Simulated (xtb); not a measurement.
CH$_{9}$AlO$_{2}$Si$_{2}$ (SMILES [CH3][Al]([O][SiH3])[O][SiH3]), singlet, from a rough starting geometry (GFN-xTB shapes and energies of metal compounds can be far from the true ones); GFN2-xTB in xtb 6.7.1.

xtb was given this input:
```
$ xtb mol.xyz --gfn 2 --opt vtight --json

# file mol.xyz
15

Al     0.21029468     0.35441025     0.29931496
C      1.09050812     1.72428532     1.48756312
H      1.71605533     1.29439141     2.28137899
H      0.31094347     2.28132797     1.95532292
H      1.67107108     2.41055553     0.91482297
O     -0.91727469     0.81342153    -0.82936970
Si    -1.90809083     1.29565963    -1.97338211
H     -3.28300055     0.90076555    -1.44646174
H     -1.62006387     0.46848639    -3.18764411
H     -1.75076909     2.64143976    -2.15216544
O      0.59798369    -1.23672281     0.52242146
Si     1.01236504    -2.89557334     0.45321951
H     -0.25146613    -3.63415369     0.86126845
H      1.93215886    -3.05283153     1.53063565
H      1.39789146    -3.23444892    -0.78792956
```

Problem. What does xtb print? Leave out banner, timings and long lists.

Solution. 
```
   ID    Z sym.   atoms
    1   13 Al     1
    2    6 C      2
    3    1 H      3-5, 8-10, 13-15
    4    8 O      6, 11
    5   14 Si     7, 12

           -------------------------------------------------
          |                Calculation Setup                |
           -------------------------------------------------

           -------------------------------------------------
          |                 G F N 2 - x T B                 |
           -------------------------------------------------

          ...................................................
          :                      SETUP                      :
          :.................................................:
          :  # basis functions                  51          :
          :  # atomic orbitals                  48          :
          :  # shells                           24          :
          :  # electrons                        36          :
          :  max. iterations                   250          :
          :  Hamiltonian                  GFN2-xTB          :
          :  restarted?                      false          :
          :  GBSA solvation                  false          :
          :  PC potential                    false          :
          :  electronic temp.          300.0000000     K    :
          :  accuracy                    1.0000000          :
          :  -> integral cutoff          0.2500000E+02      :
          :  -> integral neglect         0.1000000E-07      :
          :  -> SCF convergence          0.1000000E-05 Eh   :
          :  -> wf. convergence          0.1000000E-03 e    :
          :  Broyden damping             0.4000000          :
          :  net charge                          0          :
          :  unpaired electrons                  0          :
          ...................................................

 iter      E             dE          RMSdq      gap      omega  full diag
   1    -19.6262865 -0.196263E+02  0.123E+01    4.54       0.0  T
   2    -19.7879745 -0.161688E+00  0.529E+00    4.21       1.0  T
   3    -19.7907274 -0.275294E-02  0.321E+00    4.01       1.0  T
   4    -19.8033310 -0.126036E-01  0.163E+00    4.24       1.0  T
   5    -19.8003434  0.298762E-02  0.115E+00    4.20       1.0  T
   6    -19.8041023 -0.375888E-02  0.384E-01    4.31       1.0  T
   7    -19.8043612 -0.258870E-03  0.851E-02    4.33       1.0  T
   8    -19.8043609  0.251046E-06  0.346E-02    4.34       1.0  T
   9    -19.8043656 -0.466050E-05  0.153E-02    4.33       1.7  T
  10    -19.8043659 -0.322052E-06  0.773E-03    4.33       3.3  T
  11    -19.8043660 -0.715922E-07  0.340E-03    4.33       7.6  T
  12    -19.8043660 -0.255087E-07  0.796E-04    4.33      32.4  T
  13    -19.8043660 -0.198836E-08  0.229E-04    4.33     113.0  T

   *** convergence criteria satisfied after 13 iterations ***

         :::::::::::::::::::::::::::::::::::::::::::::::::::::
         ::                     SUMMARY                     ::
         :::::::::::::::::::::::::::::::::::::::::::::::::::::
         :: total energy             -19.606334351250 Eh    ::
         :: gradient norm              0.156614353208 Eh/a0 ::
         :: HOMO-LUMO gap              4.333006345183 eV    ::
         ::.................................................::
         :: SCC energy               -19.804340029903 Eh    ::
         :: -> isotropic ES            0.106450519189 Eh    ::
         :: -> anisotropic ES          0.005523047424 Eh    ::
         :: -> anisotropic XC         -0.001092764331 Eh    ::
         :: -> dispersion             -0.008933509131 Eh    ::
         :: repulsion energy           0.198005678653 Eh    ::
         :: add. restraining           0.000000000000 Eh    ::
         :: total charge               0.000000000000 e     ::
         :::::::::::::::::::::::::::::::::::::::::::::::::::::

      -----------------------------------------------------------
[...]
 * total energy  :   -19.6270442 Eh     change       -0.5810311E-04 Eh
 * total energy  :   -19.6270769 Eh     change       -0.3272134E-04 Eh
 * total energy  :   -19.6271042 Eh     change       -0.2723744E-04 Eh
 * total energy  :   -19.6271243 Eh     change       -0.2008372E-04 Eh
 * total energy  :   -19.6271368 Eh     change       -0.1248984E-04 Eh
 * total energy  :   -19.6271418 Eh     change       -0.5037069E-05 Eh
 * total energy  :   -19.6271436 Eh     change       -0.1776131E-05 Eh
 * total energy  :   -19.6271455 Eh     change       -0.1889725E-05 Eh
 * total energy  :   -19.6271464 Eh     change       -0.9809444E-06 Eh
 * total energy  :   -19.6271470 Eh     change       -0.5864945E-06 Eh
 * total energy  :   -19.6271472 Eh     change       -0.1311778E-06 Eh
 * total energy  :   -19.6271472 Eh     change       -0.6344784E-07 Eh
   *** GEOMETRY OPTIMIZATION CONVERGED AFTER 17 ITERATIONS ***
         :: total energy             -19.627147221090 Eh    ::
[...]
        25                         -0.1525125              -4.1501
        26                         -0.1220446              -3.3210
        27                         -0.0449013              -1.2218
        28                         -0.0368305              -1.0022
        29                         -0.0332678              -0.9053
       ...                                ...                  ...
        48                          1.1541905              31.4071
      -------------------------------------------------------------
                  HL-Gap            0.1641597 Eh            4.4670 eV
             Fermi-level           -0.3212720 Eh           -8.7423 eV

     #   Z          covCN         q      C6AA      α(0)
     1  13 Al       2.428     0.417    97.092    20.445
     2   6 C        3.611    -0.200    25.044     7.226
     3   1 H        0.925     0.066     2.134     2.284
     4   1 H        0.925     0.064     2.154     2.295
     5   1 H        0.925     0.063     2.161     2.299
     6   8 O        1.504    -0.439    21.755     6.290
     7  14 Si       3.584     0.519    97.866    19.015
     8   1 H        0.918    -0.095     5.408     3.637
     9   1 H        0.918    -0.092     5.307     3.603
    10   1 H        0.918    -0.096     5.441     3.648
    11   8 O        1.504    -0.440    21.756     6.290
    12  14 Si       3.584     0.519    97.869    19.016
    13   1 H        0.918    -0.094     5.364     3.622
    14   1 H        0.918    -0.097     5.456     3.653
    15   1 H        0.918    -0.094     5.355     3.619

 Mol. C6AA /au·bohr⁶  :       3781.380241
 Mol. C8AA /au·bohr⁸  :     153294.970984
 Mol. α(0) /au        :        106.943782

Wiberg/Mayer (AO) data.
largest (>0.10) Wiberg bond orders for each atom

 ---------------------------------------------------------------------------
     #   Z sym  total        # sym  WBO       # sym  WBO       # sym  WBO
 ---------------------------------------------------------------------------
     1  13 Al   3.772 --     6 O    1.217    11 O    1.214     2 C    1.036
     2   6 C    3.963 --     1 Al   1.036     3 H    0.941     4 H    0.937
                             5 H    0.936
     3   1 H    0.993 --     2 C    0.941
     4   1 H    0.994 --     2 C    0.937
     5   1 H    0.995 --     2 C    0.936
     6   8 O    2.415 --     1 Al   1.217     7 Si   1.047
     7  14 Si   3.811 --     6 O    1.047     9 H    0.892    10 H    0.892
                             8 H    0.891
     8   1 H    0.990 --     7 Si   0.891
     9   1 H    0.991 --     7 Si   0.892
    10   1 H    0.990 --     7 Si   0.892
    11   8 O    2.415 --     1 Al   1.214    12 Si   1.049
    12  14 Si   3.812 --    11 O    1.049    15 H    0.892    14 H    0.891
                            13 H    0.891
    13   1 H    0.990 --    12 Si   0.891
    14   1 H    0.990 --    12 Si   0.891
    15   1 H    0.990 --    12 Si   0.892
 ---------------------------------------------------------------------------

Topologies differ in total number of bonds
Writing topology from bond orders to xtbtopo.mol

molecular dipole:
                 x           y           z       tot (Debye)
 q only:        0.100       0.159       0.137
   full:        0.223       0.369       0.316       1.357
molecular quadrupole (traceless):
                xx          xy          yy          xz          yz          zz
 q only:       -1.039      -0.768       1.557       2.372       0.046      -0.517
  q+dip:       -0.541       2.544      -0.029       0.421       2.931       0.570
   full:        0.220       1.694      -0.777      -0.930       1.495       0.557

optimized geometry written to: xtbopt.xyz

           -------------------------------------------------
          | TOTAL ENERGY              -19.627147221090 Eh   |
          | GRADIENT NORM               0.000073860583 Eh/α |
          | HOMO-LUMO GAP               4.467014011341 eV   |
           -------------------------------------------------
```
